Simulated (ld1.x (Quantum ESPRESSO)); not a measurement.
# vanadium (V), TM: configuration errors across variants

- Element: vanadium
- Generator: ld1.x (Quantum ESPRESSO) 7.5
- Type: norm-conserving Troullier–Martins (Kleinman–Bylander form)
- Functional: PBE
- Relativity: scalar-relativistic
- Frozen core: [Ne]
- Valence charge: 13
- Reference configuration: 3s2 3p6 3d3 4s1 4p0 (charge +1)
- Partial waves: 3s (bound): rc 1.00 bohr; 3d (bound): rc 1.80 bohr; 3p (bound): rc 1.25 bohr
- Local potential: the p channel
- Core correction: none

Occupied shells without a wave of their own: 4s. They enter only through the test configuration that unscreens the potential.

All-electron excitation energies from the reference (eV): (1) 3s2 3p6 3d3 4s2 4p0 -7.735; (2) 3s2 3p6 3d3 4s0 4p0 14.296; (3) 3s2 3p6 3d2 4s0 4p0 43.194; (4) 3s2 3p5 3d3 4s2 4p0 43.212; (5) 3s2 3p6 3d3 4s1.5 4p0 -4.643; (6) 3s2 3p6 3d4 4s0 4p0 -0.538; (7) 3s2 3p6 3d4 4s1 4p0 -7.149.

On the changes marked as counting shells twice: ld1.x takes every shell without a wave as core, so the model core holds the marked electrons as well and exchange and correlation see them twice. This cancels in the reference configuration, but the file is broken for other ones, and its errors say nothing about a proper core correction.

2 further variants failed, have other tests or too few solved ones, and are left out.

Errors AE − PS in meV (a dash: test not solved or not reliable):

| change | (1) | (2) | (3) | (4) | (5) | (6) | (7) | bound ghosts |
| --- | --- | --- | --- | --- | --- | --- | --- | --- |
| base | +66 | -112 | -136 | +51 | +38 | -50 | +4.9 | none |
| core correction a·sin(br)/r model core inside 0.62 bohr (4s counted twice) | -43 | -236 | -383 | +12 | +7.6 | -72 | -43 | none |
| wave 3p (bound): rc 1.25 bohr becomes 3p (bound): rc 1.24 bohr | +66 | -112 | -136 | +51 | +38 | -50 | +4.9 | none |
| all radii scaled by about 1.35 (s 1.36, p 1.68, d 2.44 bohr) | +197 | -350 | -382 | +192 | +113 | -117 | +33 | none |

Question: Give the same row for: wave 3s (bound): rc 1.00 bohr becomes 3s (bound): rc 1.36 bohr.

Answer: +202, -350, -514, +355, +116, -183, +9.8; bound ghosts: none.
